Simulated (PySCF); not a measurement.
C₂H₁₂N₂Si₂, SMILES [Si@H](N([SiH3])C)(C)N.

Geometry optimised at ωB97X-D3(BJ)/def2-SVP. The structure was generated by enumeration; whether it is a known compound was not checked. The values are those of a single conformer.

Method: SMD-M06-2X/def2-SVP in PySCF.

Solvation free energies are E(SMD) − E(gas) at the gas-phase geometry, for 1 M in both phases. In vacuum the dipole moment is 1.31 D.

### Question
Estimate the solvation free energies in water, acetone, chlorobenzene. (An estimate is asked for; the answer gives what the named calculation found.)

### Answer

| solvent | ΔG(solv) (kcal/mol) | its non-electrostatic (CDS) part | dipole (D) |
|---|---|---|---|
| water | 2.1 | 6.0 | 1.58 |
| acetone | -3.2 | 0.4 | 1.56 |
| chlorobenzene | -2.7 | 0.2 | 1.52 |
